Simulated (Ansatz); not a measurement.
Molecule: C₄H₇Cl₂ (charge -1, singlet). It need not be the lowest isomer of its formula. Whether it binds its extra electron was not tested at this geometry. 
Geometry from a B3LYP-D3(BJ)/def2-TZVP (Ansatz, an electronic-structure program) optimisation:
```
C
H 1 1.0871
C 1 1.5168 2 111.15
H 3 1.0914 1 111.62 2 58.27
H 3 1.0926 4 108.52 1 -122.45
H 3 1.0932 4 108.85 5 -117.55
C 1 1.5285 2 108.69 3 -126.95
H 7 1.0983 1 108.55 2 -152.12
H 7 1.1104 8 106.28 1 112.63
C 7 1.5128 8 107.52 9 123.70
H 10 1.0998 7 106.52 8 -60.52
Cl 1 1.8493 2 103.30 7 -117.96
Cl 10 1.9707 11 97.83 7 106.34
```
Charge -1, spin multiplicity 1.

Total electronic energies in hartree. Cores are frozen in the correlated levels unless marked. Spin-orbit coupling is left out. No relativistic terms. CBS marks a two-point X^-3 extrapolation of the correlation energy; Hartree-Fock from the larger set. [CCSD(T)-MP2]/basis is that difference in the basis named.

```
level                                                                             program  energy (Eh)
-------------------------------------------------------------------------  --------------  -----------
HF/aug-cc-pV(D+d)Z                                                                 Ansatz  -1074.53263
HF/aug-cc-pV(T+d)Z                                                                 Ansatz  -1074.59226
RI-HF/aug-cc-pV(Q+d)Z                                                              Ansatz  -1074.60702
BLYP-D4/def2-TZVPD                                                         Ansatz + dftd4  -1077.03909
B3LYP-D4/def2-TZVPD                                                        Ansatz + dftd4          [?]
PBE0-D3(BJ)/def2-TZVPD                                                     Ansatz + dftd3  -1076.61705
PBE0/def2-QZVPP                                                                    Ansatz  -1076.64126
BHLYP-D4/def2-TZVPD                                                        Ansatz + dftd4  -1077.00958
LC-wPBE-D4/def2-TZVPD                                                      Ansatz + dftd4  -1076.76326
wB97X-V/def2-TZVPD                                                                 Ansatz          [?]
MP2/cc-pwCVTZ                                                                      Ansatz  -1075.68532
CCSD/STO-3G                                                                        Ansatz  -1062.95927
CCSD(T)/6-31G*                                                                     Ansatz  -1075.32272
CCSD(T)/cc-pwCVTZ                                                                  Ansatz  -1075.80155
RI-MP2/CBS(aug-cc-pV(T+d)Z,aug-cc-pV(Q+d)Z)+[CCSD(T)-MP2]/aug-cc-pV(T+d)Z          Ansatz   -1075.9570
```

**Question.** Complete the blanks.

**Answer.** 
- B3LYP-D4/def2-TZVPD, energy (Eh): -1077.16263
- wB97X-V/def2-TZVPD, energy (Eh): -1076.92464
